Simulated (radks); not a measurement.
Ge4+, configuration [Ar] 3d10 (the NIST ground configuration).

Calculated with a radial shooting solver on a logarithmic mesh with Libxc functionals: scalar-relativistic Kohn-Sham, PBE, spin-polarised, spherical densities, point nucleus.

Energy parts (eV):
part                       energy
total                  -57008.143
kinetic                 58043.525
electron-nucleus      -136011.592
Hartree                 23091.460
exchange-correlation    -2131.536

Orbitals (lengths in bohr, moments of r in powers of bohr; <r^-3> diverges for s and p1/2):
orbital	occ.	eigenvalue (eV)	<r^-3>	<r^4>	<1/r>
1s	2	-11011.44	-	0.00002275	32.38
2s	2	-1421.028	-	0.004691	7.107
2p	6	-1248.042	994.8	0.003440	6.968
3s	2	-217.6487	-	0.3234	2.284
3p	6	-164.7395	134.7	0.4139	2.132
3d	10	-78.0357	14.48	0.9493	1.805

The highest occupied level is 3d at -78.036 eV. Summed over all electrons, <r^2> = 10.67 bohr^2, which gives a Langevin (diamagnetic) susceptibility term of -8.45 x 10^-6 cm^3/mol.
